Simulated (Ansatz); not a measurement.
Steps of a relaxation of C2H6GeO2Si (`O[SiH2]C#[C][GeH2][OH]`) with RKS PBE0-D4/def2-TZVP.

```sh
$ ansatz run in.yaml --threads 2 --pin off --events-out ev --progress --plain --max-ram 22528MiB --backend cuda --devices 0, --max-vram 18GiB
```

```yaml
crystal:
  periodic: [false, false, false]
  atoms:
    - {symbol: O, position_ang: [-0.400340, 0.621720, 3.220360]}
    - {symbol: Si, position_ang: [0.740260, 1.061930, 2.149270]}
    - {symbol: C, position_ang: [0.299230, 0.470400, 0.441420]}
    - {symbol: C, position_ang: [-0.012280, 0.089670, -0.665000]}
    - {symbol: Ge, position_ang: [-0.475460, -0.564520, -2.395400]}
    - {symbol: O, position_ang: [-0.511540, -2.303380, -2.369840]}
    - {symbol: H, position_ang: [-1.324480, 0.817780, 3.098860]}
    - {symbol: H, position_ang: [1.915500, 0.368020, 2.655070]}
    - {symbol: H, position_ang: [0.859550, 2.520570, 2.074400]}
    - {symbol: H, position_ang: [0.540410, -0.093780, -3.406700]}
    - {symbol: H, position_ang: [-1.878320, -0.225530, -2.783040]}
    - {symbol: H, position_ang: [0.247480, -2.762880, -2.019400]}
basis:
  gaussian: {orbitals: def2-TZVP}
hamiltonian: {xc: pbe0, dispersion: d4}
relax: {f_tol: 0.005, max_steps: 150}
```

Positions (Å) and forces (eV/Å) along the path, 11 of 28 steps:

```xyz
12
step=1 energy=-70647.4141 eV
O    -0.400    0.622    3.220   -0.191   -0.209    0.437
Si    0.740    1.062    2.149   -0.579   -0.372   -0.692
C     0.299    0.470    0.441    0.330    0.313    0.837
C    -0.012    0.090   -0.665   -0.123   -0.088   -0.394
Ge   -0.475   -0.565   -2.395    0.288    0.390    0.353
O    -0.512   -2.303   -2.370   -0.276   -1.037   -0.048
H    -1.324    0.818    3.099   -0.175    0.106   -0.129
H     1.915    0.368    2.655    0.519   -0.035   -0.046
H     0.860    2.521    2.074    0.201    0.324   -0.051
H     0.540   -0.094   -3.407    0.386    0.268   -0.277
H    -1.878   -0.226   -2.783   -0.615    0.307   -0.092
H     0.247   -2.763   -2.019    0.234    0.033    0.102
12
step=4 energy=-70647.5048 eV rejected
O    -0.415    0.621    3.272    0.109    0.010   -0.076
Si    0.698    1.038    2.139    0.141   -0.033    0.045
C     0.241    0.429    0.473    0.176    0.156    0.531
C    -0.026    0.020   -0.633   -0.182   -0.146   -0.535
Ge   -0.469   -0.586   -2.387   -0.084    0.119   -0.022
O    -0.521   -2.358   -2.401   -0.014    0.023   -0.013
H    -1.317    0.866    3.075   -0.247    0.014    0.049
H     1.958    0.397    2.568    0.021    0.006   -0.027
H     0.868    2.509    2.035   -0.026   -0.004   -0.014
H     0.593   -0.056   -3.363    0.008   -0.007    0.015
H    -1.888   -0.158   -2.757   -0.011    0.039   -0.004
H     0.279   -2.721   -2.021    0.107   -0.177    0.052
12
step=6 energy=-70647.5138 eV
O    -0.430    0.622    3.240    0.060   -0.036    0.032
Si    0.713    1.037    2.140    0.002    0.024   -0.002
C     0.275    0.444    0.465    0.008   -0.022   -0.015
C    -0.025    0.054   -0.646   -0.020    0.006    0.001
Ge   -0.481   -0.577   -2.388    0.021   -0.011    0.014
O    -0.509   -2.352   -2.375   -0.029    0.014   -0.008
H    -1.345    0.822    3.045   -0.054    0.024   -0.027
H     1.966    0.388    2.583   -0.007    0.007    0.001
H     0.888    2.508    2.045    0.002   -0.009   -0.001
H     0.575   -0.055   -3.375   -0.005    0.001    0.001
H    -1.905   -0.157   -2.753    0.007   -0.005   -0.003
H     0.279   -2.734   -1.982    0.017    0.007    0.008
12
step=9 energy=-70647.5142 eV rejected
O    -0.388    0.558    3.252   -0.018    0.038   -0.042
Si    0.707    1.051    2.131   -0.031    0.006    0.028
C     0.268    0.445    0.460    0.011    0.001    0.002
C    -0.031    0.054   -0.650    0.003    0.015   -0.004
Ge   -0.460   -0.572   -2.400    0.007   -0.020   -0.001
O    -0.564   -2.345   -2.367    0.071   -0.011    0.033
H    -1.314    0.754    3.093    0.061   -0.014    0.005
H     2.003    0.472    2.545   -0.015    0.009   -0.005
H     0.794    2.533    2.043   -0.007   -0.048    0.006
H     0.647   -0.103   -3.360   -0.026   -0.014    0.022
H    -1.853   -0.098   -2.815    0.014   -0.005   -0.002
H     0.192   -2.750   -1.933   -0.071    0.043   -0.042
12
step=12 energy=-70647.5146 eV
O    -0.391    0.562    3.250    0.009    0.017   -0.022
Si    0.708    1.051    2.133   -0.014   -0.004    0.023
C     0.273    0.447    0.461    0.005    0.000   -0.001
C    -0.028    0.058   -0.650    0.001    0.006   -0.006
Ge   -0.461   -0.572   -2.397   -0.005   -0.018   -0.008
O    -0.565   -2.345   -2.363    0.018    0.013    0.007
H    -1.316    0.750    3.083    0.011   -0.004    0.002
H     2.001    0.471    2.550   -0.005    0.004   -0.004
H     0.798    2.531    2.046   -0.004   -0.016    0.001
H     0.641   -0.105   -3.362   -0.003   -0.006    0.012
H    -1.855   -0.100   -2.812    0.002    0.000    0.004
H     0.195   -2.749   -1.939   -0.015    0.007   -0.008
12
step=15 energy=-70647.5149 eV
O    -0.366    0.528    3.252   -0.001    0.011   -0.021
Si    0.704    1.064    2.129   -0.007   -0.006    0.024
C     0.276    0.458    0.456    0.003    0.000   -0.001
C    -0.020    0.067   -0.656    0.000    0.003   -0.001
Ge   -0.448   -0.570   -2.401   -0.012   -0.008   -0.010
O    -0.607   -2.337   -2.351    0.014    0.005    0.009
H    -1.299    0.685    3.096    0.018   -0.004    0.002
H     2.022    0.528    2.529   -0.009    0.004   -0.002
H     0.739    2.547    2.054   -0.001   -0.007   -0.002
H     0.682   -0.148   -3.354    0.001   -0.002    0.006
H    -1.820   -0.060   -2.841    0.005   -0.001    0.004
H     0.137   -2.761   -1.914   -0.012    0.006   -0.007
12
step=16 energy=-70647.5151 eV
O    -0.346    0.499    3.252   -0.024    0.008   -0.022
Si    0.701    1.076    2.126   -0.002   -0.002    0.021
C     0.283    0.468    0.451   -0.001    0.000   -0.001
C    -0.011    0.076   -0.660    0.005   -0.001    0.000
Ge   -0.436   -0.568   -2.404   -0.022   -0.005   -0.012
O    -0.643   -2.330   -2.336    0.011    0.012    0.004
H    -1.284    0.624    3.099    0.043   -0.005    0.004
H     2.038    0.577    2.516   -0.017    0.007   -0.001
H     0.690    2.559    2.062    0.002   -0.008   -0.002
H     0.713   -0.185   -3.350   -0.001   -0.004    0.009
H    -1.791   -0.027   -2.862    0.011   -0.005    0.003
H     0.087   -2.769   -1.893   -0.006    0.004   -0.004
12
step=19 energy=-70647.5153 eV
O    -0.321    0.466    3.248    0.010    0.011   -0.013
Si    0.699    1.089    2.123   -0.019   -0.006    0.017
C     0.290    0.479    0.447    0.004    0.002   -0.002
C    -0.002    0.085   -0.665   -0.002   -0.002    0.001
Ge   -0.426   -0.565   -2.407    0.002   -0.012   -0.002
O    -0.686   -2.320   -2.320    0.009    0.010    0.004
H    -1.263    0.552    3.098    0.007    0.000   -0.002
H     2.053    0.637    2.503   -0.001    0.001   -0.002
H     0.635    2.572    2.069    0.000   -0.007    0.002
H     0.749   -0.230   -3.339   -0.002   -0.002    0.002
H    -1.757    0.010   -2.889   -0.001    0.000    0.000
H     0.028   -2.775   -1.868   -0.008    0.004   -0.004
12
step=22 energy=-70647.5155 eV
O    -0.288    0.427    3.247    0.011    0.014   -0.020
Si    0.694    1.106    2.120   -0.019   -0.009    0.022
C     0.297    0.491    0.442    0.000    0.003    0.000
C     0.009    0.094   -0.669    0.001   -0.002    0.000
Ge   -0.410   -0.563   -2.410   -0.001   -0.018   -0.003
O    -0.737   -2.306   -2.305    0.012    0.016    0.003
H    -1.235    0.468    3.101    0.012    0.002   -0.001
H     2.071    0.711    2.485   -0.006    0.002   -0.003
H     0.564    2.585    2.079   -0.001   -0.011    0.001
H     0.792   -0.285   -3.327   -0.007   -0.002    0.005
H    -1.711    0.054   -2.923    0.004   -0.001    0.001
H    -0.046   -2.782   -1.839   -0.008    0.005   -0.005
12
step=26 energy=-70647.5156 eV
O    -0.258    0.397    3.248   -0.003    0.006   -0.011
Si    0.688    1.118    2.117   -0.003    0.000    0.012
C     0.298    0.500    0.438   -0.001   -0.002    0.000
C     0.016    0.098   -0.673    0.000    0.002    0.000
Ge   -0.396   -0.563   -2.414   -0.002   -0.009   -0.005
O    -0.778   -2.293   -2.297    0.007    0.005    0.003
H    -1.206    0.408    3.113    0.013    0.001    0.001
H     2.082    0.772    2.466   -0.008    0.002   -0.002
H     0.503    2.591    2.088    0.001   -0.009    0.000
H     0.827   -0.330   -3.314   -0.005   -0.001    0.004
H    -1.669    0.089   -2.953    0.006   -0.002    0.003
H    -0.107   -2.787   -1.820   -0.005    0.007   -0.004
12
step=28 energy=-70647.5156 eV
O    -0.241    0.382    3.250   -0.001    0.002   -0.002
Si    0.684    1.123    2.115    0.001    0.002    0.001
C     0.297    0.504    0.437    0.001   -0.004    0.000
C     0.018    0.100   -0.674   -0.001    0.004   -0.002
Ge   -0.389   -0.563   -2.415    0.001    0.000   -0.003
O    -0.797   -2.287   -2.295    0.000   -0.002    0.001
H    -1.191    0.381    3.123    0.003    0.000    0.000
H     2.086    0.802    2.455   -0.003    0.000    0.000
H     0.472    2.593    2.092    0.000   -0.002    0.001
H     0.845   -0.353   -3.307    0.000   -0.001    0.003
H    -1.647    0.105   -2.969    0.000   -0.001    0.003
H    -0.137   -2.789   -1.812   -0.001    0.003   -0.001
```

Run time 41 s (2 threads of an AMD EPYC 7R13 on a shared host and a share of an NVIDIA H100 80 GB); peak host memory 0.95 GiB.
